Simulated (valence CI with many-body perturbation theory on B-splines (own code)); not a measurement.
**As XXVIII in brief**

Calculated by valence CI with perturbative core correlation (CI+MBPT): four valence electrons over a frozen Dirac-Fock core [He], radial functions for each j: 11 s, 11 p, 9 d, 7 f, 5 g, 2 h, 1 i, with the one-electron correlation potential Σ1, the two-electron term Σ2, the three-electron term Σ3, Breit, model QED; selected CI, second order for the rest (own B-spline code, finite nucleus).

The last digits are not significant, and no measured levels were compared; by estimate large intervals hold to a few tenths of a per cent, small ones and those within an open d or f shell to about a per cent. Among the levels kept, up to 260 cm⁻¹ of a level comes from second order outside the variational space, and about a tenth of that is noise between levels of different J, which matters for small intervals.

Levels are named by their leading jj configuration (3d3/2^4 stands for four electrons in 3d with j = 3/2), which in mixed levels can hold well under half, so a name can repeat and another be missing.

Rates and lifetimes use the calculated energies. Strong lines usually hold to 10 to 20 %, long lifetimes can be off by a factor of two.

Question: What is the ground level?

Answer: (2s^2 2p1/2^2) J=0, composition 81 % 2s²2p² ³P + 18 % 2s²2p² ¹S.

Question: Name the longest-lived excited levels whose lifetime is computed, and their main decay.

Answer: (2s^2 2p1/2 2p3/2) J=2 at 40.8 eV lives 359 μs, mostly by M1 to (2s^2 2p1/2 2p3/2) J=1; (2s^2 2p1/2 2p3/2) J=1 at 31.9 eV lives 4.01 μs, mostly by M1 to (2s^2 2p1/2^2) J=0; (2s^2 2p3/2^2) J=2 at 79.5 eV lives 1.53 μs, mostly by M1 to (2s^2 2p1/2 2p3/2) J=1.

Question: What are the static dipole polarisabilities of the lowest levels?

Answer: (2s^2 2p1/2^2) J=0 0.00427; (2s^2 2p1/2 2p3/2) J=1 0.00477 (tensor 0.00025); (2s^2 2p1/2 2p3/2) J=2 0.00453 (tensor 0.00037) bohr³, of which the core gives 7.46e-06.

Question: Where does the other parity begin?

Answer: At (2s 2p1/2^2 2p3/2) J=2, 113.6 eV.

Question: Among levels below 1871.9 eV, which E1 lines absorb most strongly from the ground level?

Answer: to (2s^2 2p1/2 3d3/2) J=1 at 0.7138 nm, f = 1.34; to (2s 2p1/2^2 3p3/2) J=1 at 0.6972 nm, f = 0.318; to (2s 2p1/2^2 2p3/2) J=1 at 7.958 nm, f = 0.105.
